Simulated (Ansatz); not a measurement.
Reaction (ligand exchange at a Mo–Cl bond): `C[N]=[Mo](=[O])([OH])[Cl]` + dimethylamine → `C[N]=[Mo](=[O])([OH])[N](C)C` + HCl

Isolated molecules relaxed with PBE0-D4/def2-TZVP in Ansatz; ΔE leaves out vibrations. CCSD(T)/CBS adds triple-zeta CCSD(T) − MP2 to the extrapolated MP2 energy (def2 sets, frozen cores). This one scheme is used for every species. Functionals use def2-TZVPP. B3LYP here is the variant with VWN-RPA as its local correlation; programs differ in this. def2 core potentials past Kr. For Mo outer-core shells are correlated without core-valence functions, which leaves a few kJ/mol of doubt a bond. Each species was taken in one conformer, which may not be the lowest.

```json
{"level": "r2SCAN0-D4", "ΔE (kJ/mol)": "60.8"}
{"level": "CAM-B3LYP-D4", "ΔE (kJ/mol)": "55.1"}
{"level": "revPBE", "ΔE (kJ/mol)": "68.0"}
{"level": "B3LYP", "ΔE (kJ/mol)": "66.6"}
```

Problem. What does CCSD(T)/CBS give? (Estimate.)

Solution. Ansatz gave: +53.1 kJ/mol. The listed levels differ from it by 7.7, 2.0, 14.9, 13.5 kJ/mol.

Largest T1 diagnostic among the species: 0.022, so the coupled-cluster value is less sure than usual.

Leaving LDA and LC-ωPBE aside and taking each functional with its dispersion term where it has one, the values, not all of them listed here, spread over 13.9 kJ/mol, from BLYP-D4 to B97M-V. LDA lies −15.3 kJ/mol from PBE without D4. In def2-TZVPP, CCSD(T) changes the Hartree–Fock value by −32.2 kJ/mol (the triples alone add −4.8 kJ/mol) and MP2 by −24.5 kJ/mol. At CCSD(T), def2-SVP lies −11.5 kJ/mol from the extrapolated value and def2-TZVPP −4.8 kJ/mol.
